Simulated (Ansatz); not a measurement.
`[Cl][Ti]([Cl])([Cl])[c]1ccccc1` + `C[SeH]` → `C[Se][Ti]([Cl])([Cl])[Cl]` + benzene  (ligand exchange at a Ti–C bond)

Program: Ansatz. Geometries: PBE0-D4/def2-TZVP. ΔE: electronic, gas phase. CBS: MP2 limit from def2 TZ/QZ plus the TZ coupled-cluster correction, frozen cores. DFT in def2-TZVPP. For Se, Ti outer-core shells are correlated without core-valence functions, which leaves a few kJ/mol of doubt a bond. Scalar relativity is left out up to krypton. One conformer a species, not always the lowest.

```tsv
level	ΔE (kcal/mol)	difference from CCSD(T)/CBS
revPBE-D4	-30.4	-0.4
r2SCAN-D4	-31.6	-1.6
B97M-V	-30.0	0.0
revPBE	-31.9	-1.9
r2SCAN	-32.1	-2.1
r2SCAN0	-30.9	-0.9
HF/def2-SVP	-23.0	7.0
CCSD(T)/def2-SVP	-27.3	2.7
HF/def2-TZVPP	-25.6	4.4
CCSD/CBS(def2)	-27.3	2.7
CCSD(T)/CBS	-30.0	0
```

Largest T1 diagnostic among the species: 0.025, so the coupled-cluster value is less sure than usual.

From BLYP to BHLYP (50 % exact exchange), in def2-TZVPP and without D4, ΔE moves by +2.8 kcal/mol. The D4 term adds +0.8 kcal/mol with B3LYP and +0.7 kcal/mol with PBE0; it sums over pairs of atoms, weighted by their polarisabilities, and B3LYP, whose exchange is more repulsive, gets the larger term. Leaving LDA and LC-ωPBE aside and taking each functional with its dispersion term where it has one, the values, not all of them listed here, spread over 5.6 kcal/mol, from B2PLYP to ωB97X-V.

CCSD(T)/CBS has its own doubt, a few kJ/mol and more with outer-core shells, so smaller differences from it don't rank the levels.

B3LYP here is the variant with VWN-RPA as its local correlation; programs differ in this.
